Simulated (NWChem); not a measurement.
System: CdHSI; SMILES [SH][Cd][I]

Input file for NWChem:

```
start job
memory heap 200 mb stack 900 mb global 1100 mb
geometry units angstroms noautosym nocenter noautoz
  Cd     0.329209     0.816018     0.000270
  I     -0.333571    -1.693174    -0.000757
  S      0.945786     3.081713    -0.000842
  H     -0.337197     3.510270    -0.014848
end
basis spherical
  * library def2-svpd
end
ecp
  Cd library def2-ecp
  I library def2-ecp
end
dft
  xc xcamb88 1.00 lyp 0.81 vwn_5 0.19 hfexch 1.00
  cam 0.33 cam_alpha 0.19 cam_beta 0.46
  iterations 150
end
property
  response 1 0.0
end
task dft property
```

The geometry was optimised at PBE0/def2-SVP. Not confirmed as a minimum by frequencies. def2 effective core potentials on Cd, I; no spin-orbit coupling.

Static field.

What results follow from this input? (CAM-B3LYP/def2-SVPD with def2 effective core potentials on Cd, I.) Quantities: isotropic polarisability (bohr³); anisotropy (bohr³).


- isotropic polarisability (bohr³) = 92.3
- anisotropy (bohr³) = 67.9
